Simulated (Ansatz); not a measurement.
Ideal-gas functions of `C[O][GaH][Br]` at 400 K and 1 bar, from an Ansatz frequency run at PBE0-D4/def2-TZVP.

Molar mass 181.67 g/mol, point group Cs (symmetry number 1), electronic degeneracy 1, moments of inertia 103.325, 317.788, 417.942 u Å². Harmonic wavenumbers (cm⁻¹, unscaled): 82, 107, 138, 269, 305, 453, 587, 627, 1134, 1180, 1205, 1478, 1493, 1498, 2069, 3013, 3083, 3087.

Use S(trans) = R[1.5 ln M + 2.5 ln T − 1.1517]; rotational temperatures θ = 24.2544 K / I; S(rot) = R[ln(√π/σ · √(T³/θAθBθC)) + 1.5]; for each mode x = 1.438777 ν̃/T, S = R[x/(eˣ − 1) − ln(1 − e⁻ˣ)] and H = RT x/(eˣ − 1); 1 cm⁻¹ = 0.0119627 kJ/mol; R = 8.31446 J/(mol·K).

By hand: the entropy, in J/(mol·K).

Translation 179.8. Rotation: θ = 0.2347, 0.0763, 0.058 K, giving 120.5. Vibration, mode by mode: 18.50, 16.30, 14.22, 8.91, 7.95, 5.12, 3.49, 3.12, 0.73, 0.63, 0.59, 0.26, 0.25, 0.24, 0.04, 0.00, 0.00, 0.00, in all 80.3. Electronic 0.0. Sum 380.6 J/(mol·K).

By hand: H − E and G − E in kJ/mol, counted from the electronic energy.

Zero-point energy ½ × 21808 × 0.0119627 = 130.4; thermal vibration 16.0; translation, rotation and pV give 4 RT = 13.3. H − E = 159.7 kJ/mol, and G − E = 159.7 − 400 × 380.6/1000 = 7.5 kJ/mol.

Vibration gives 21 % of the entropy, 49.0 J/(mol·K) of it from the modes under 150 cm⁻¹: soft modes count most, and the harmonic formula is weakest for them. The sum counts one conformer and one mirror image; others add a mixing term.
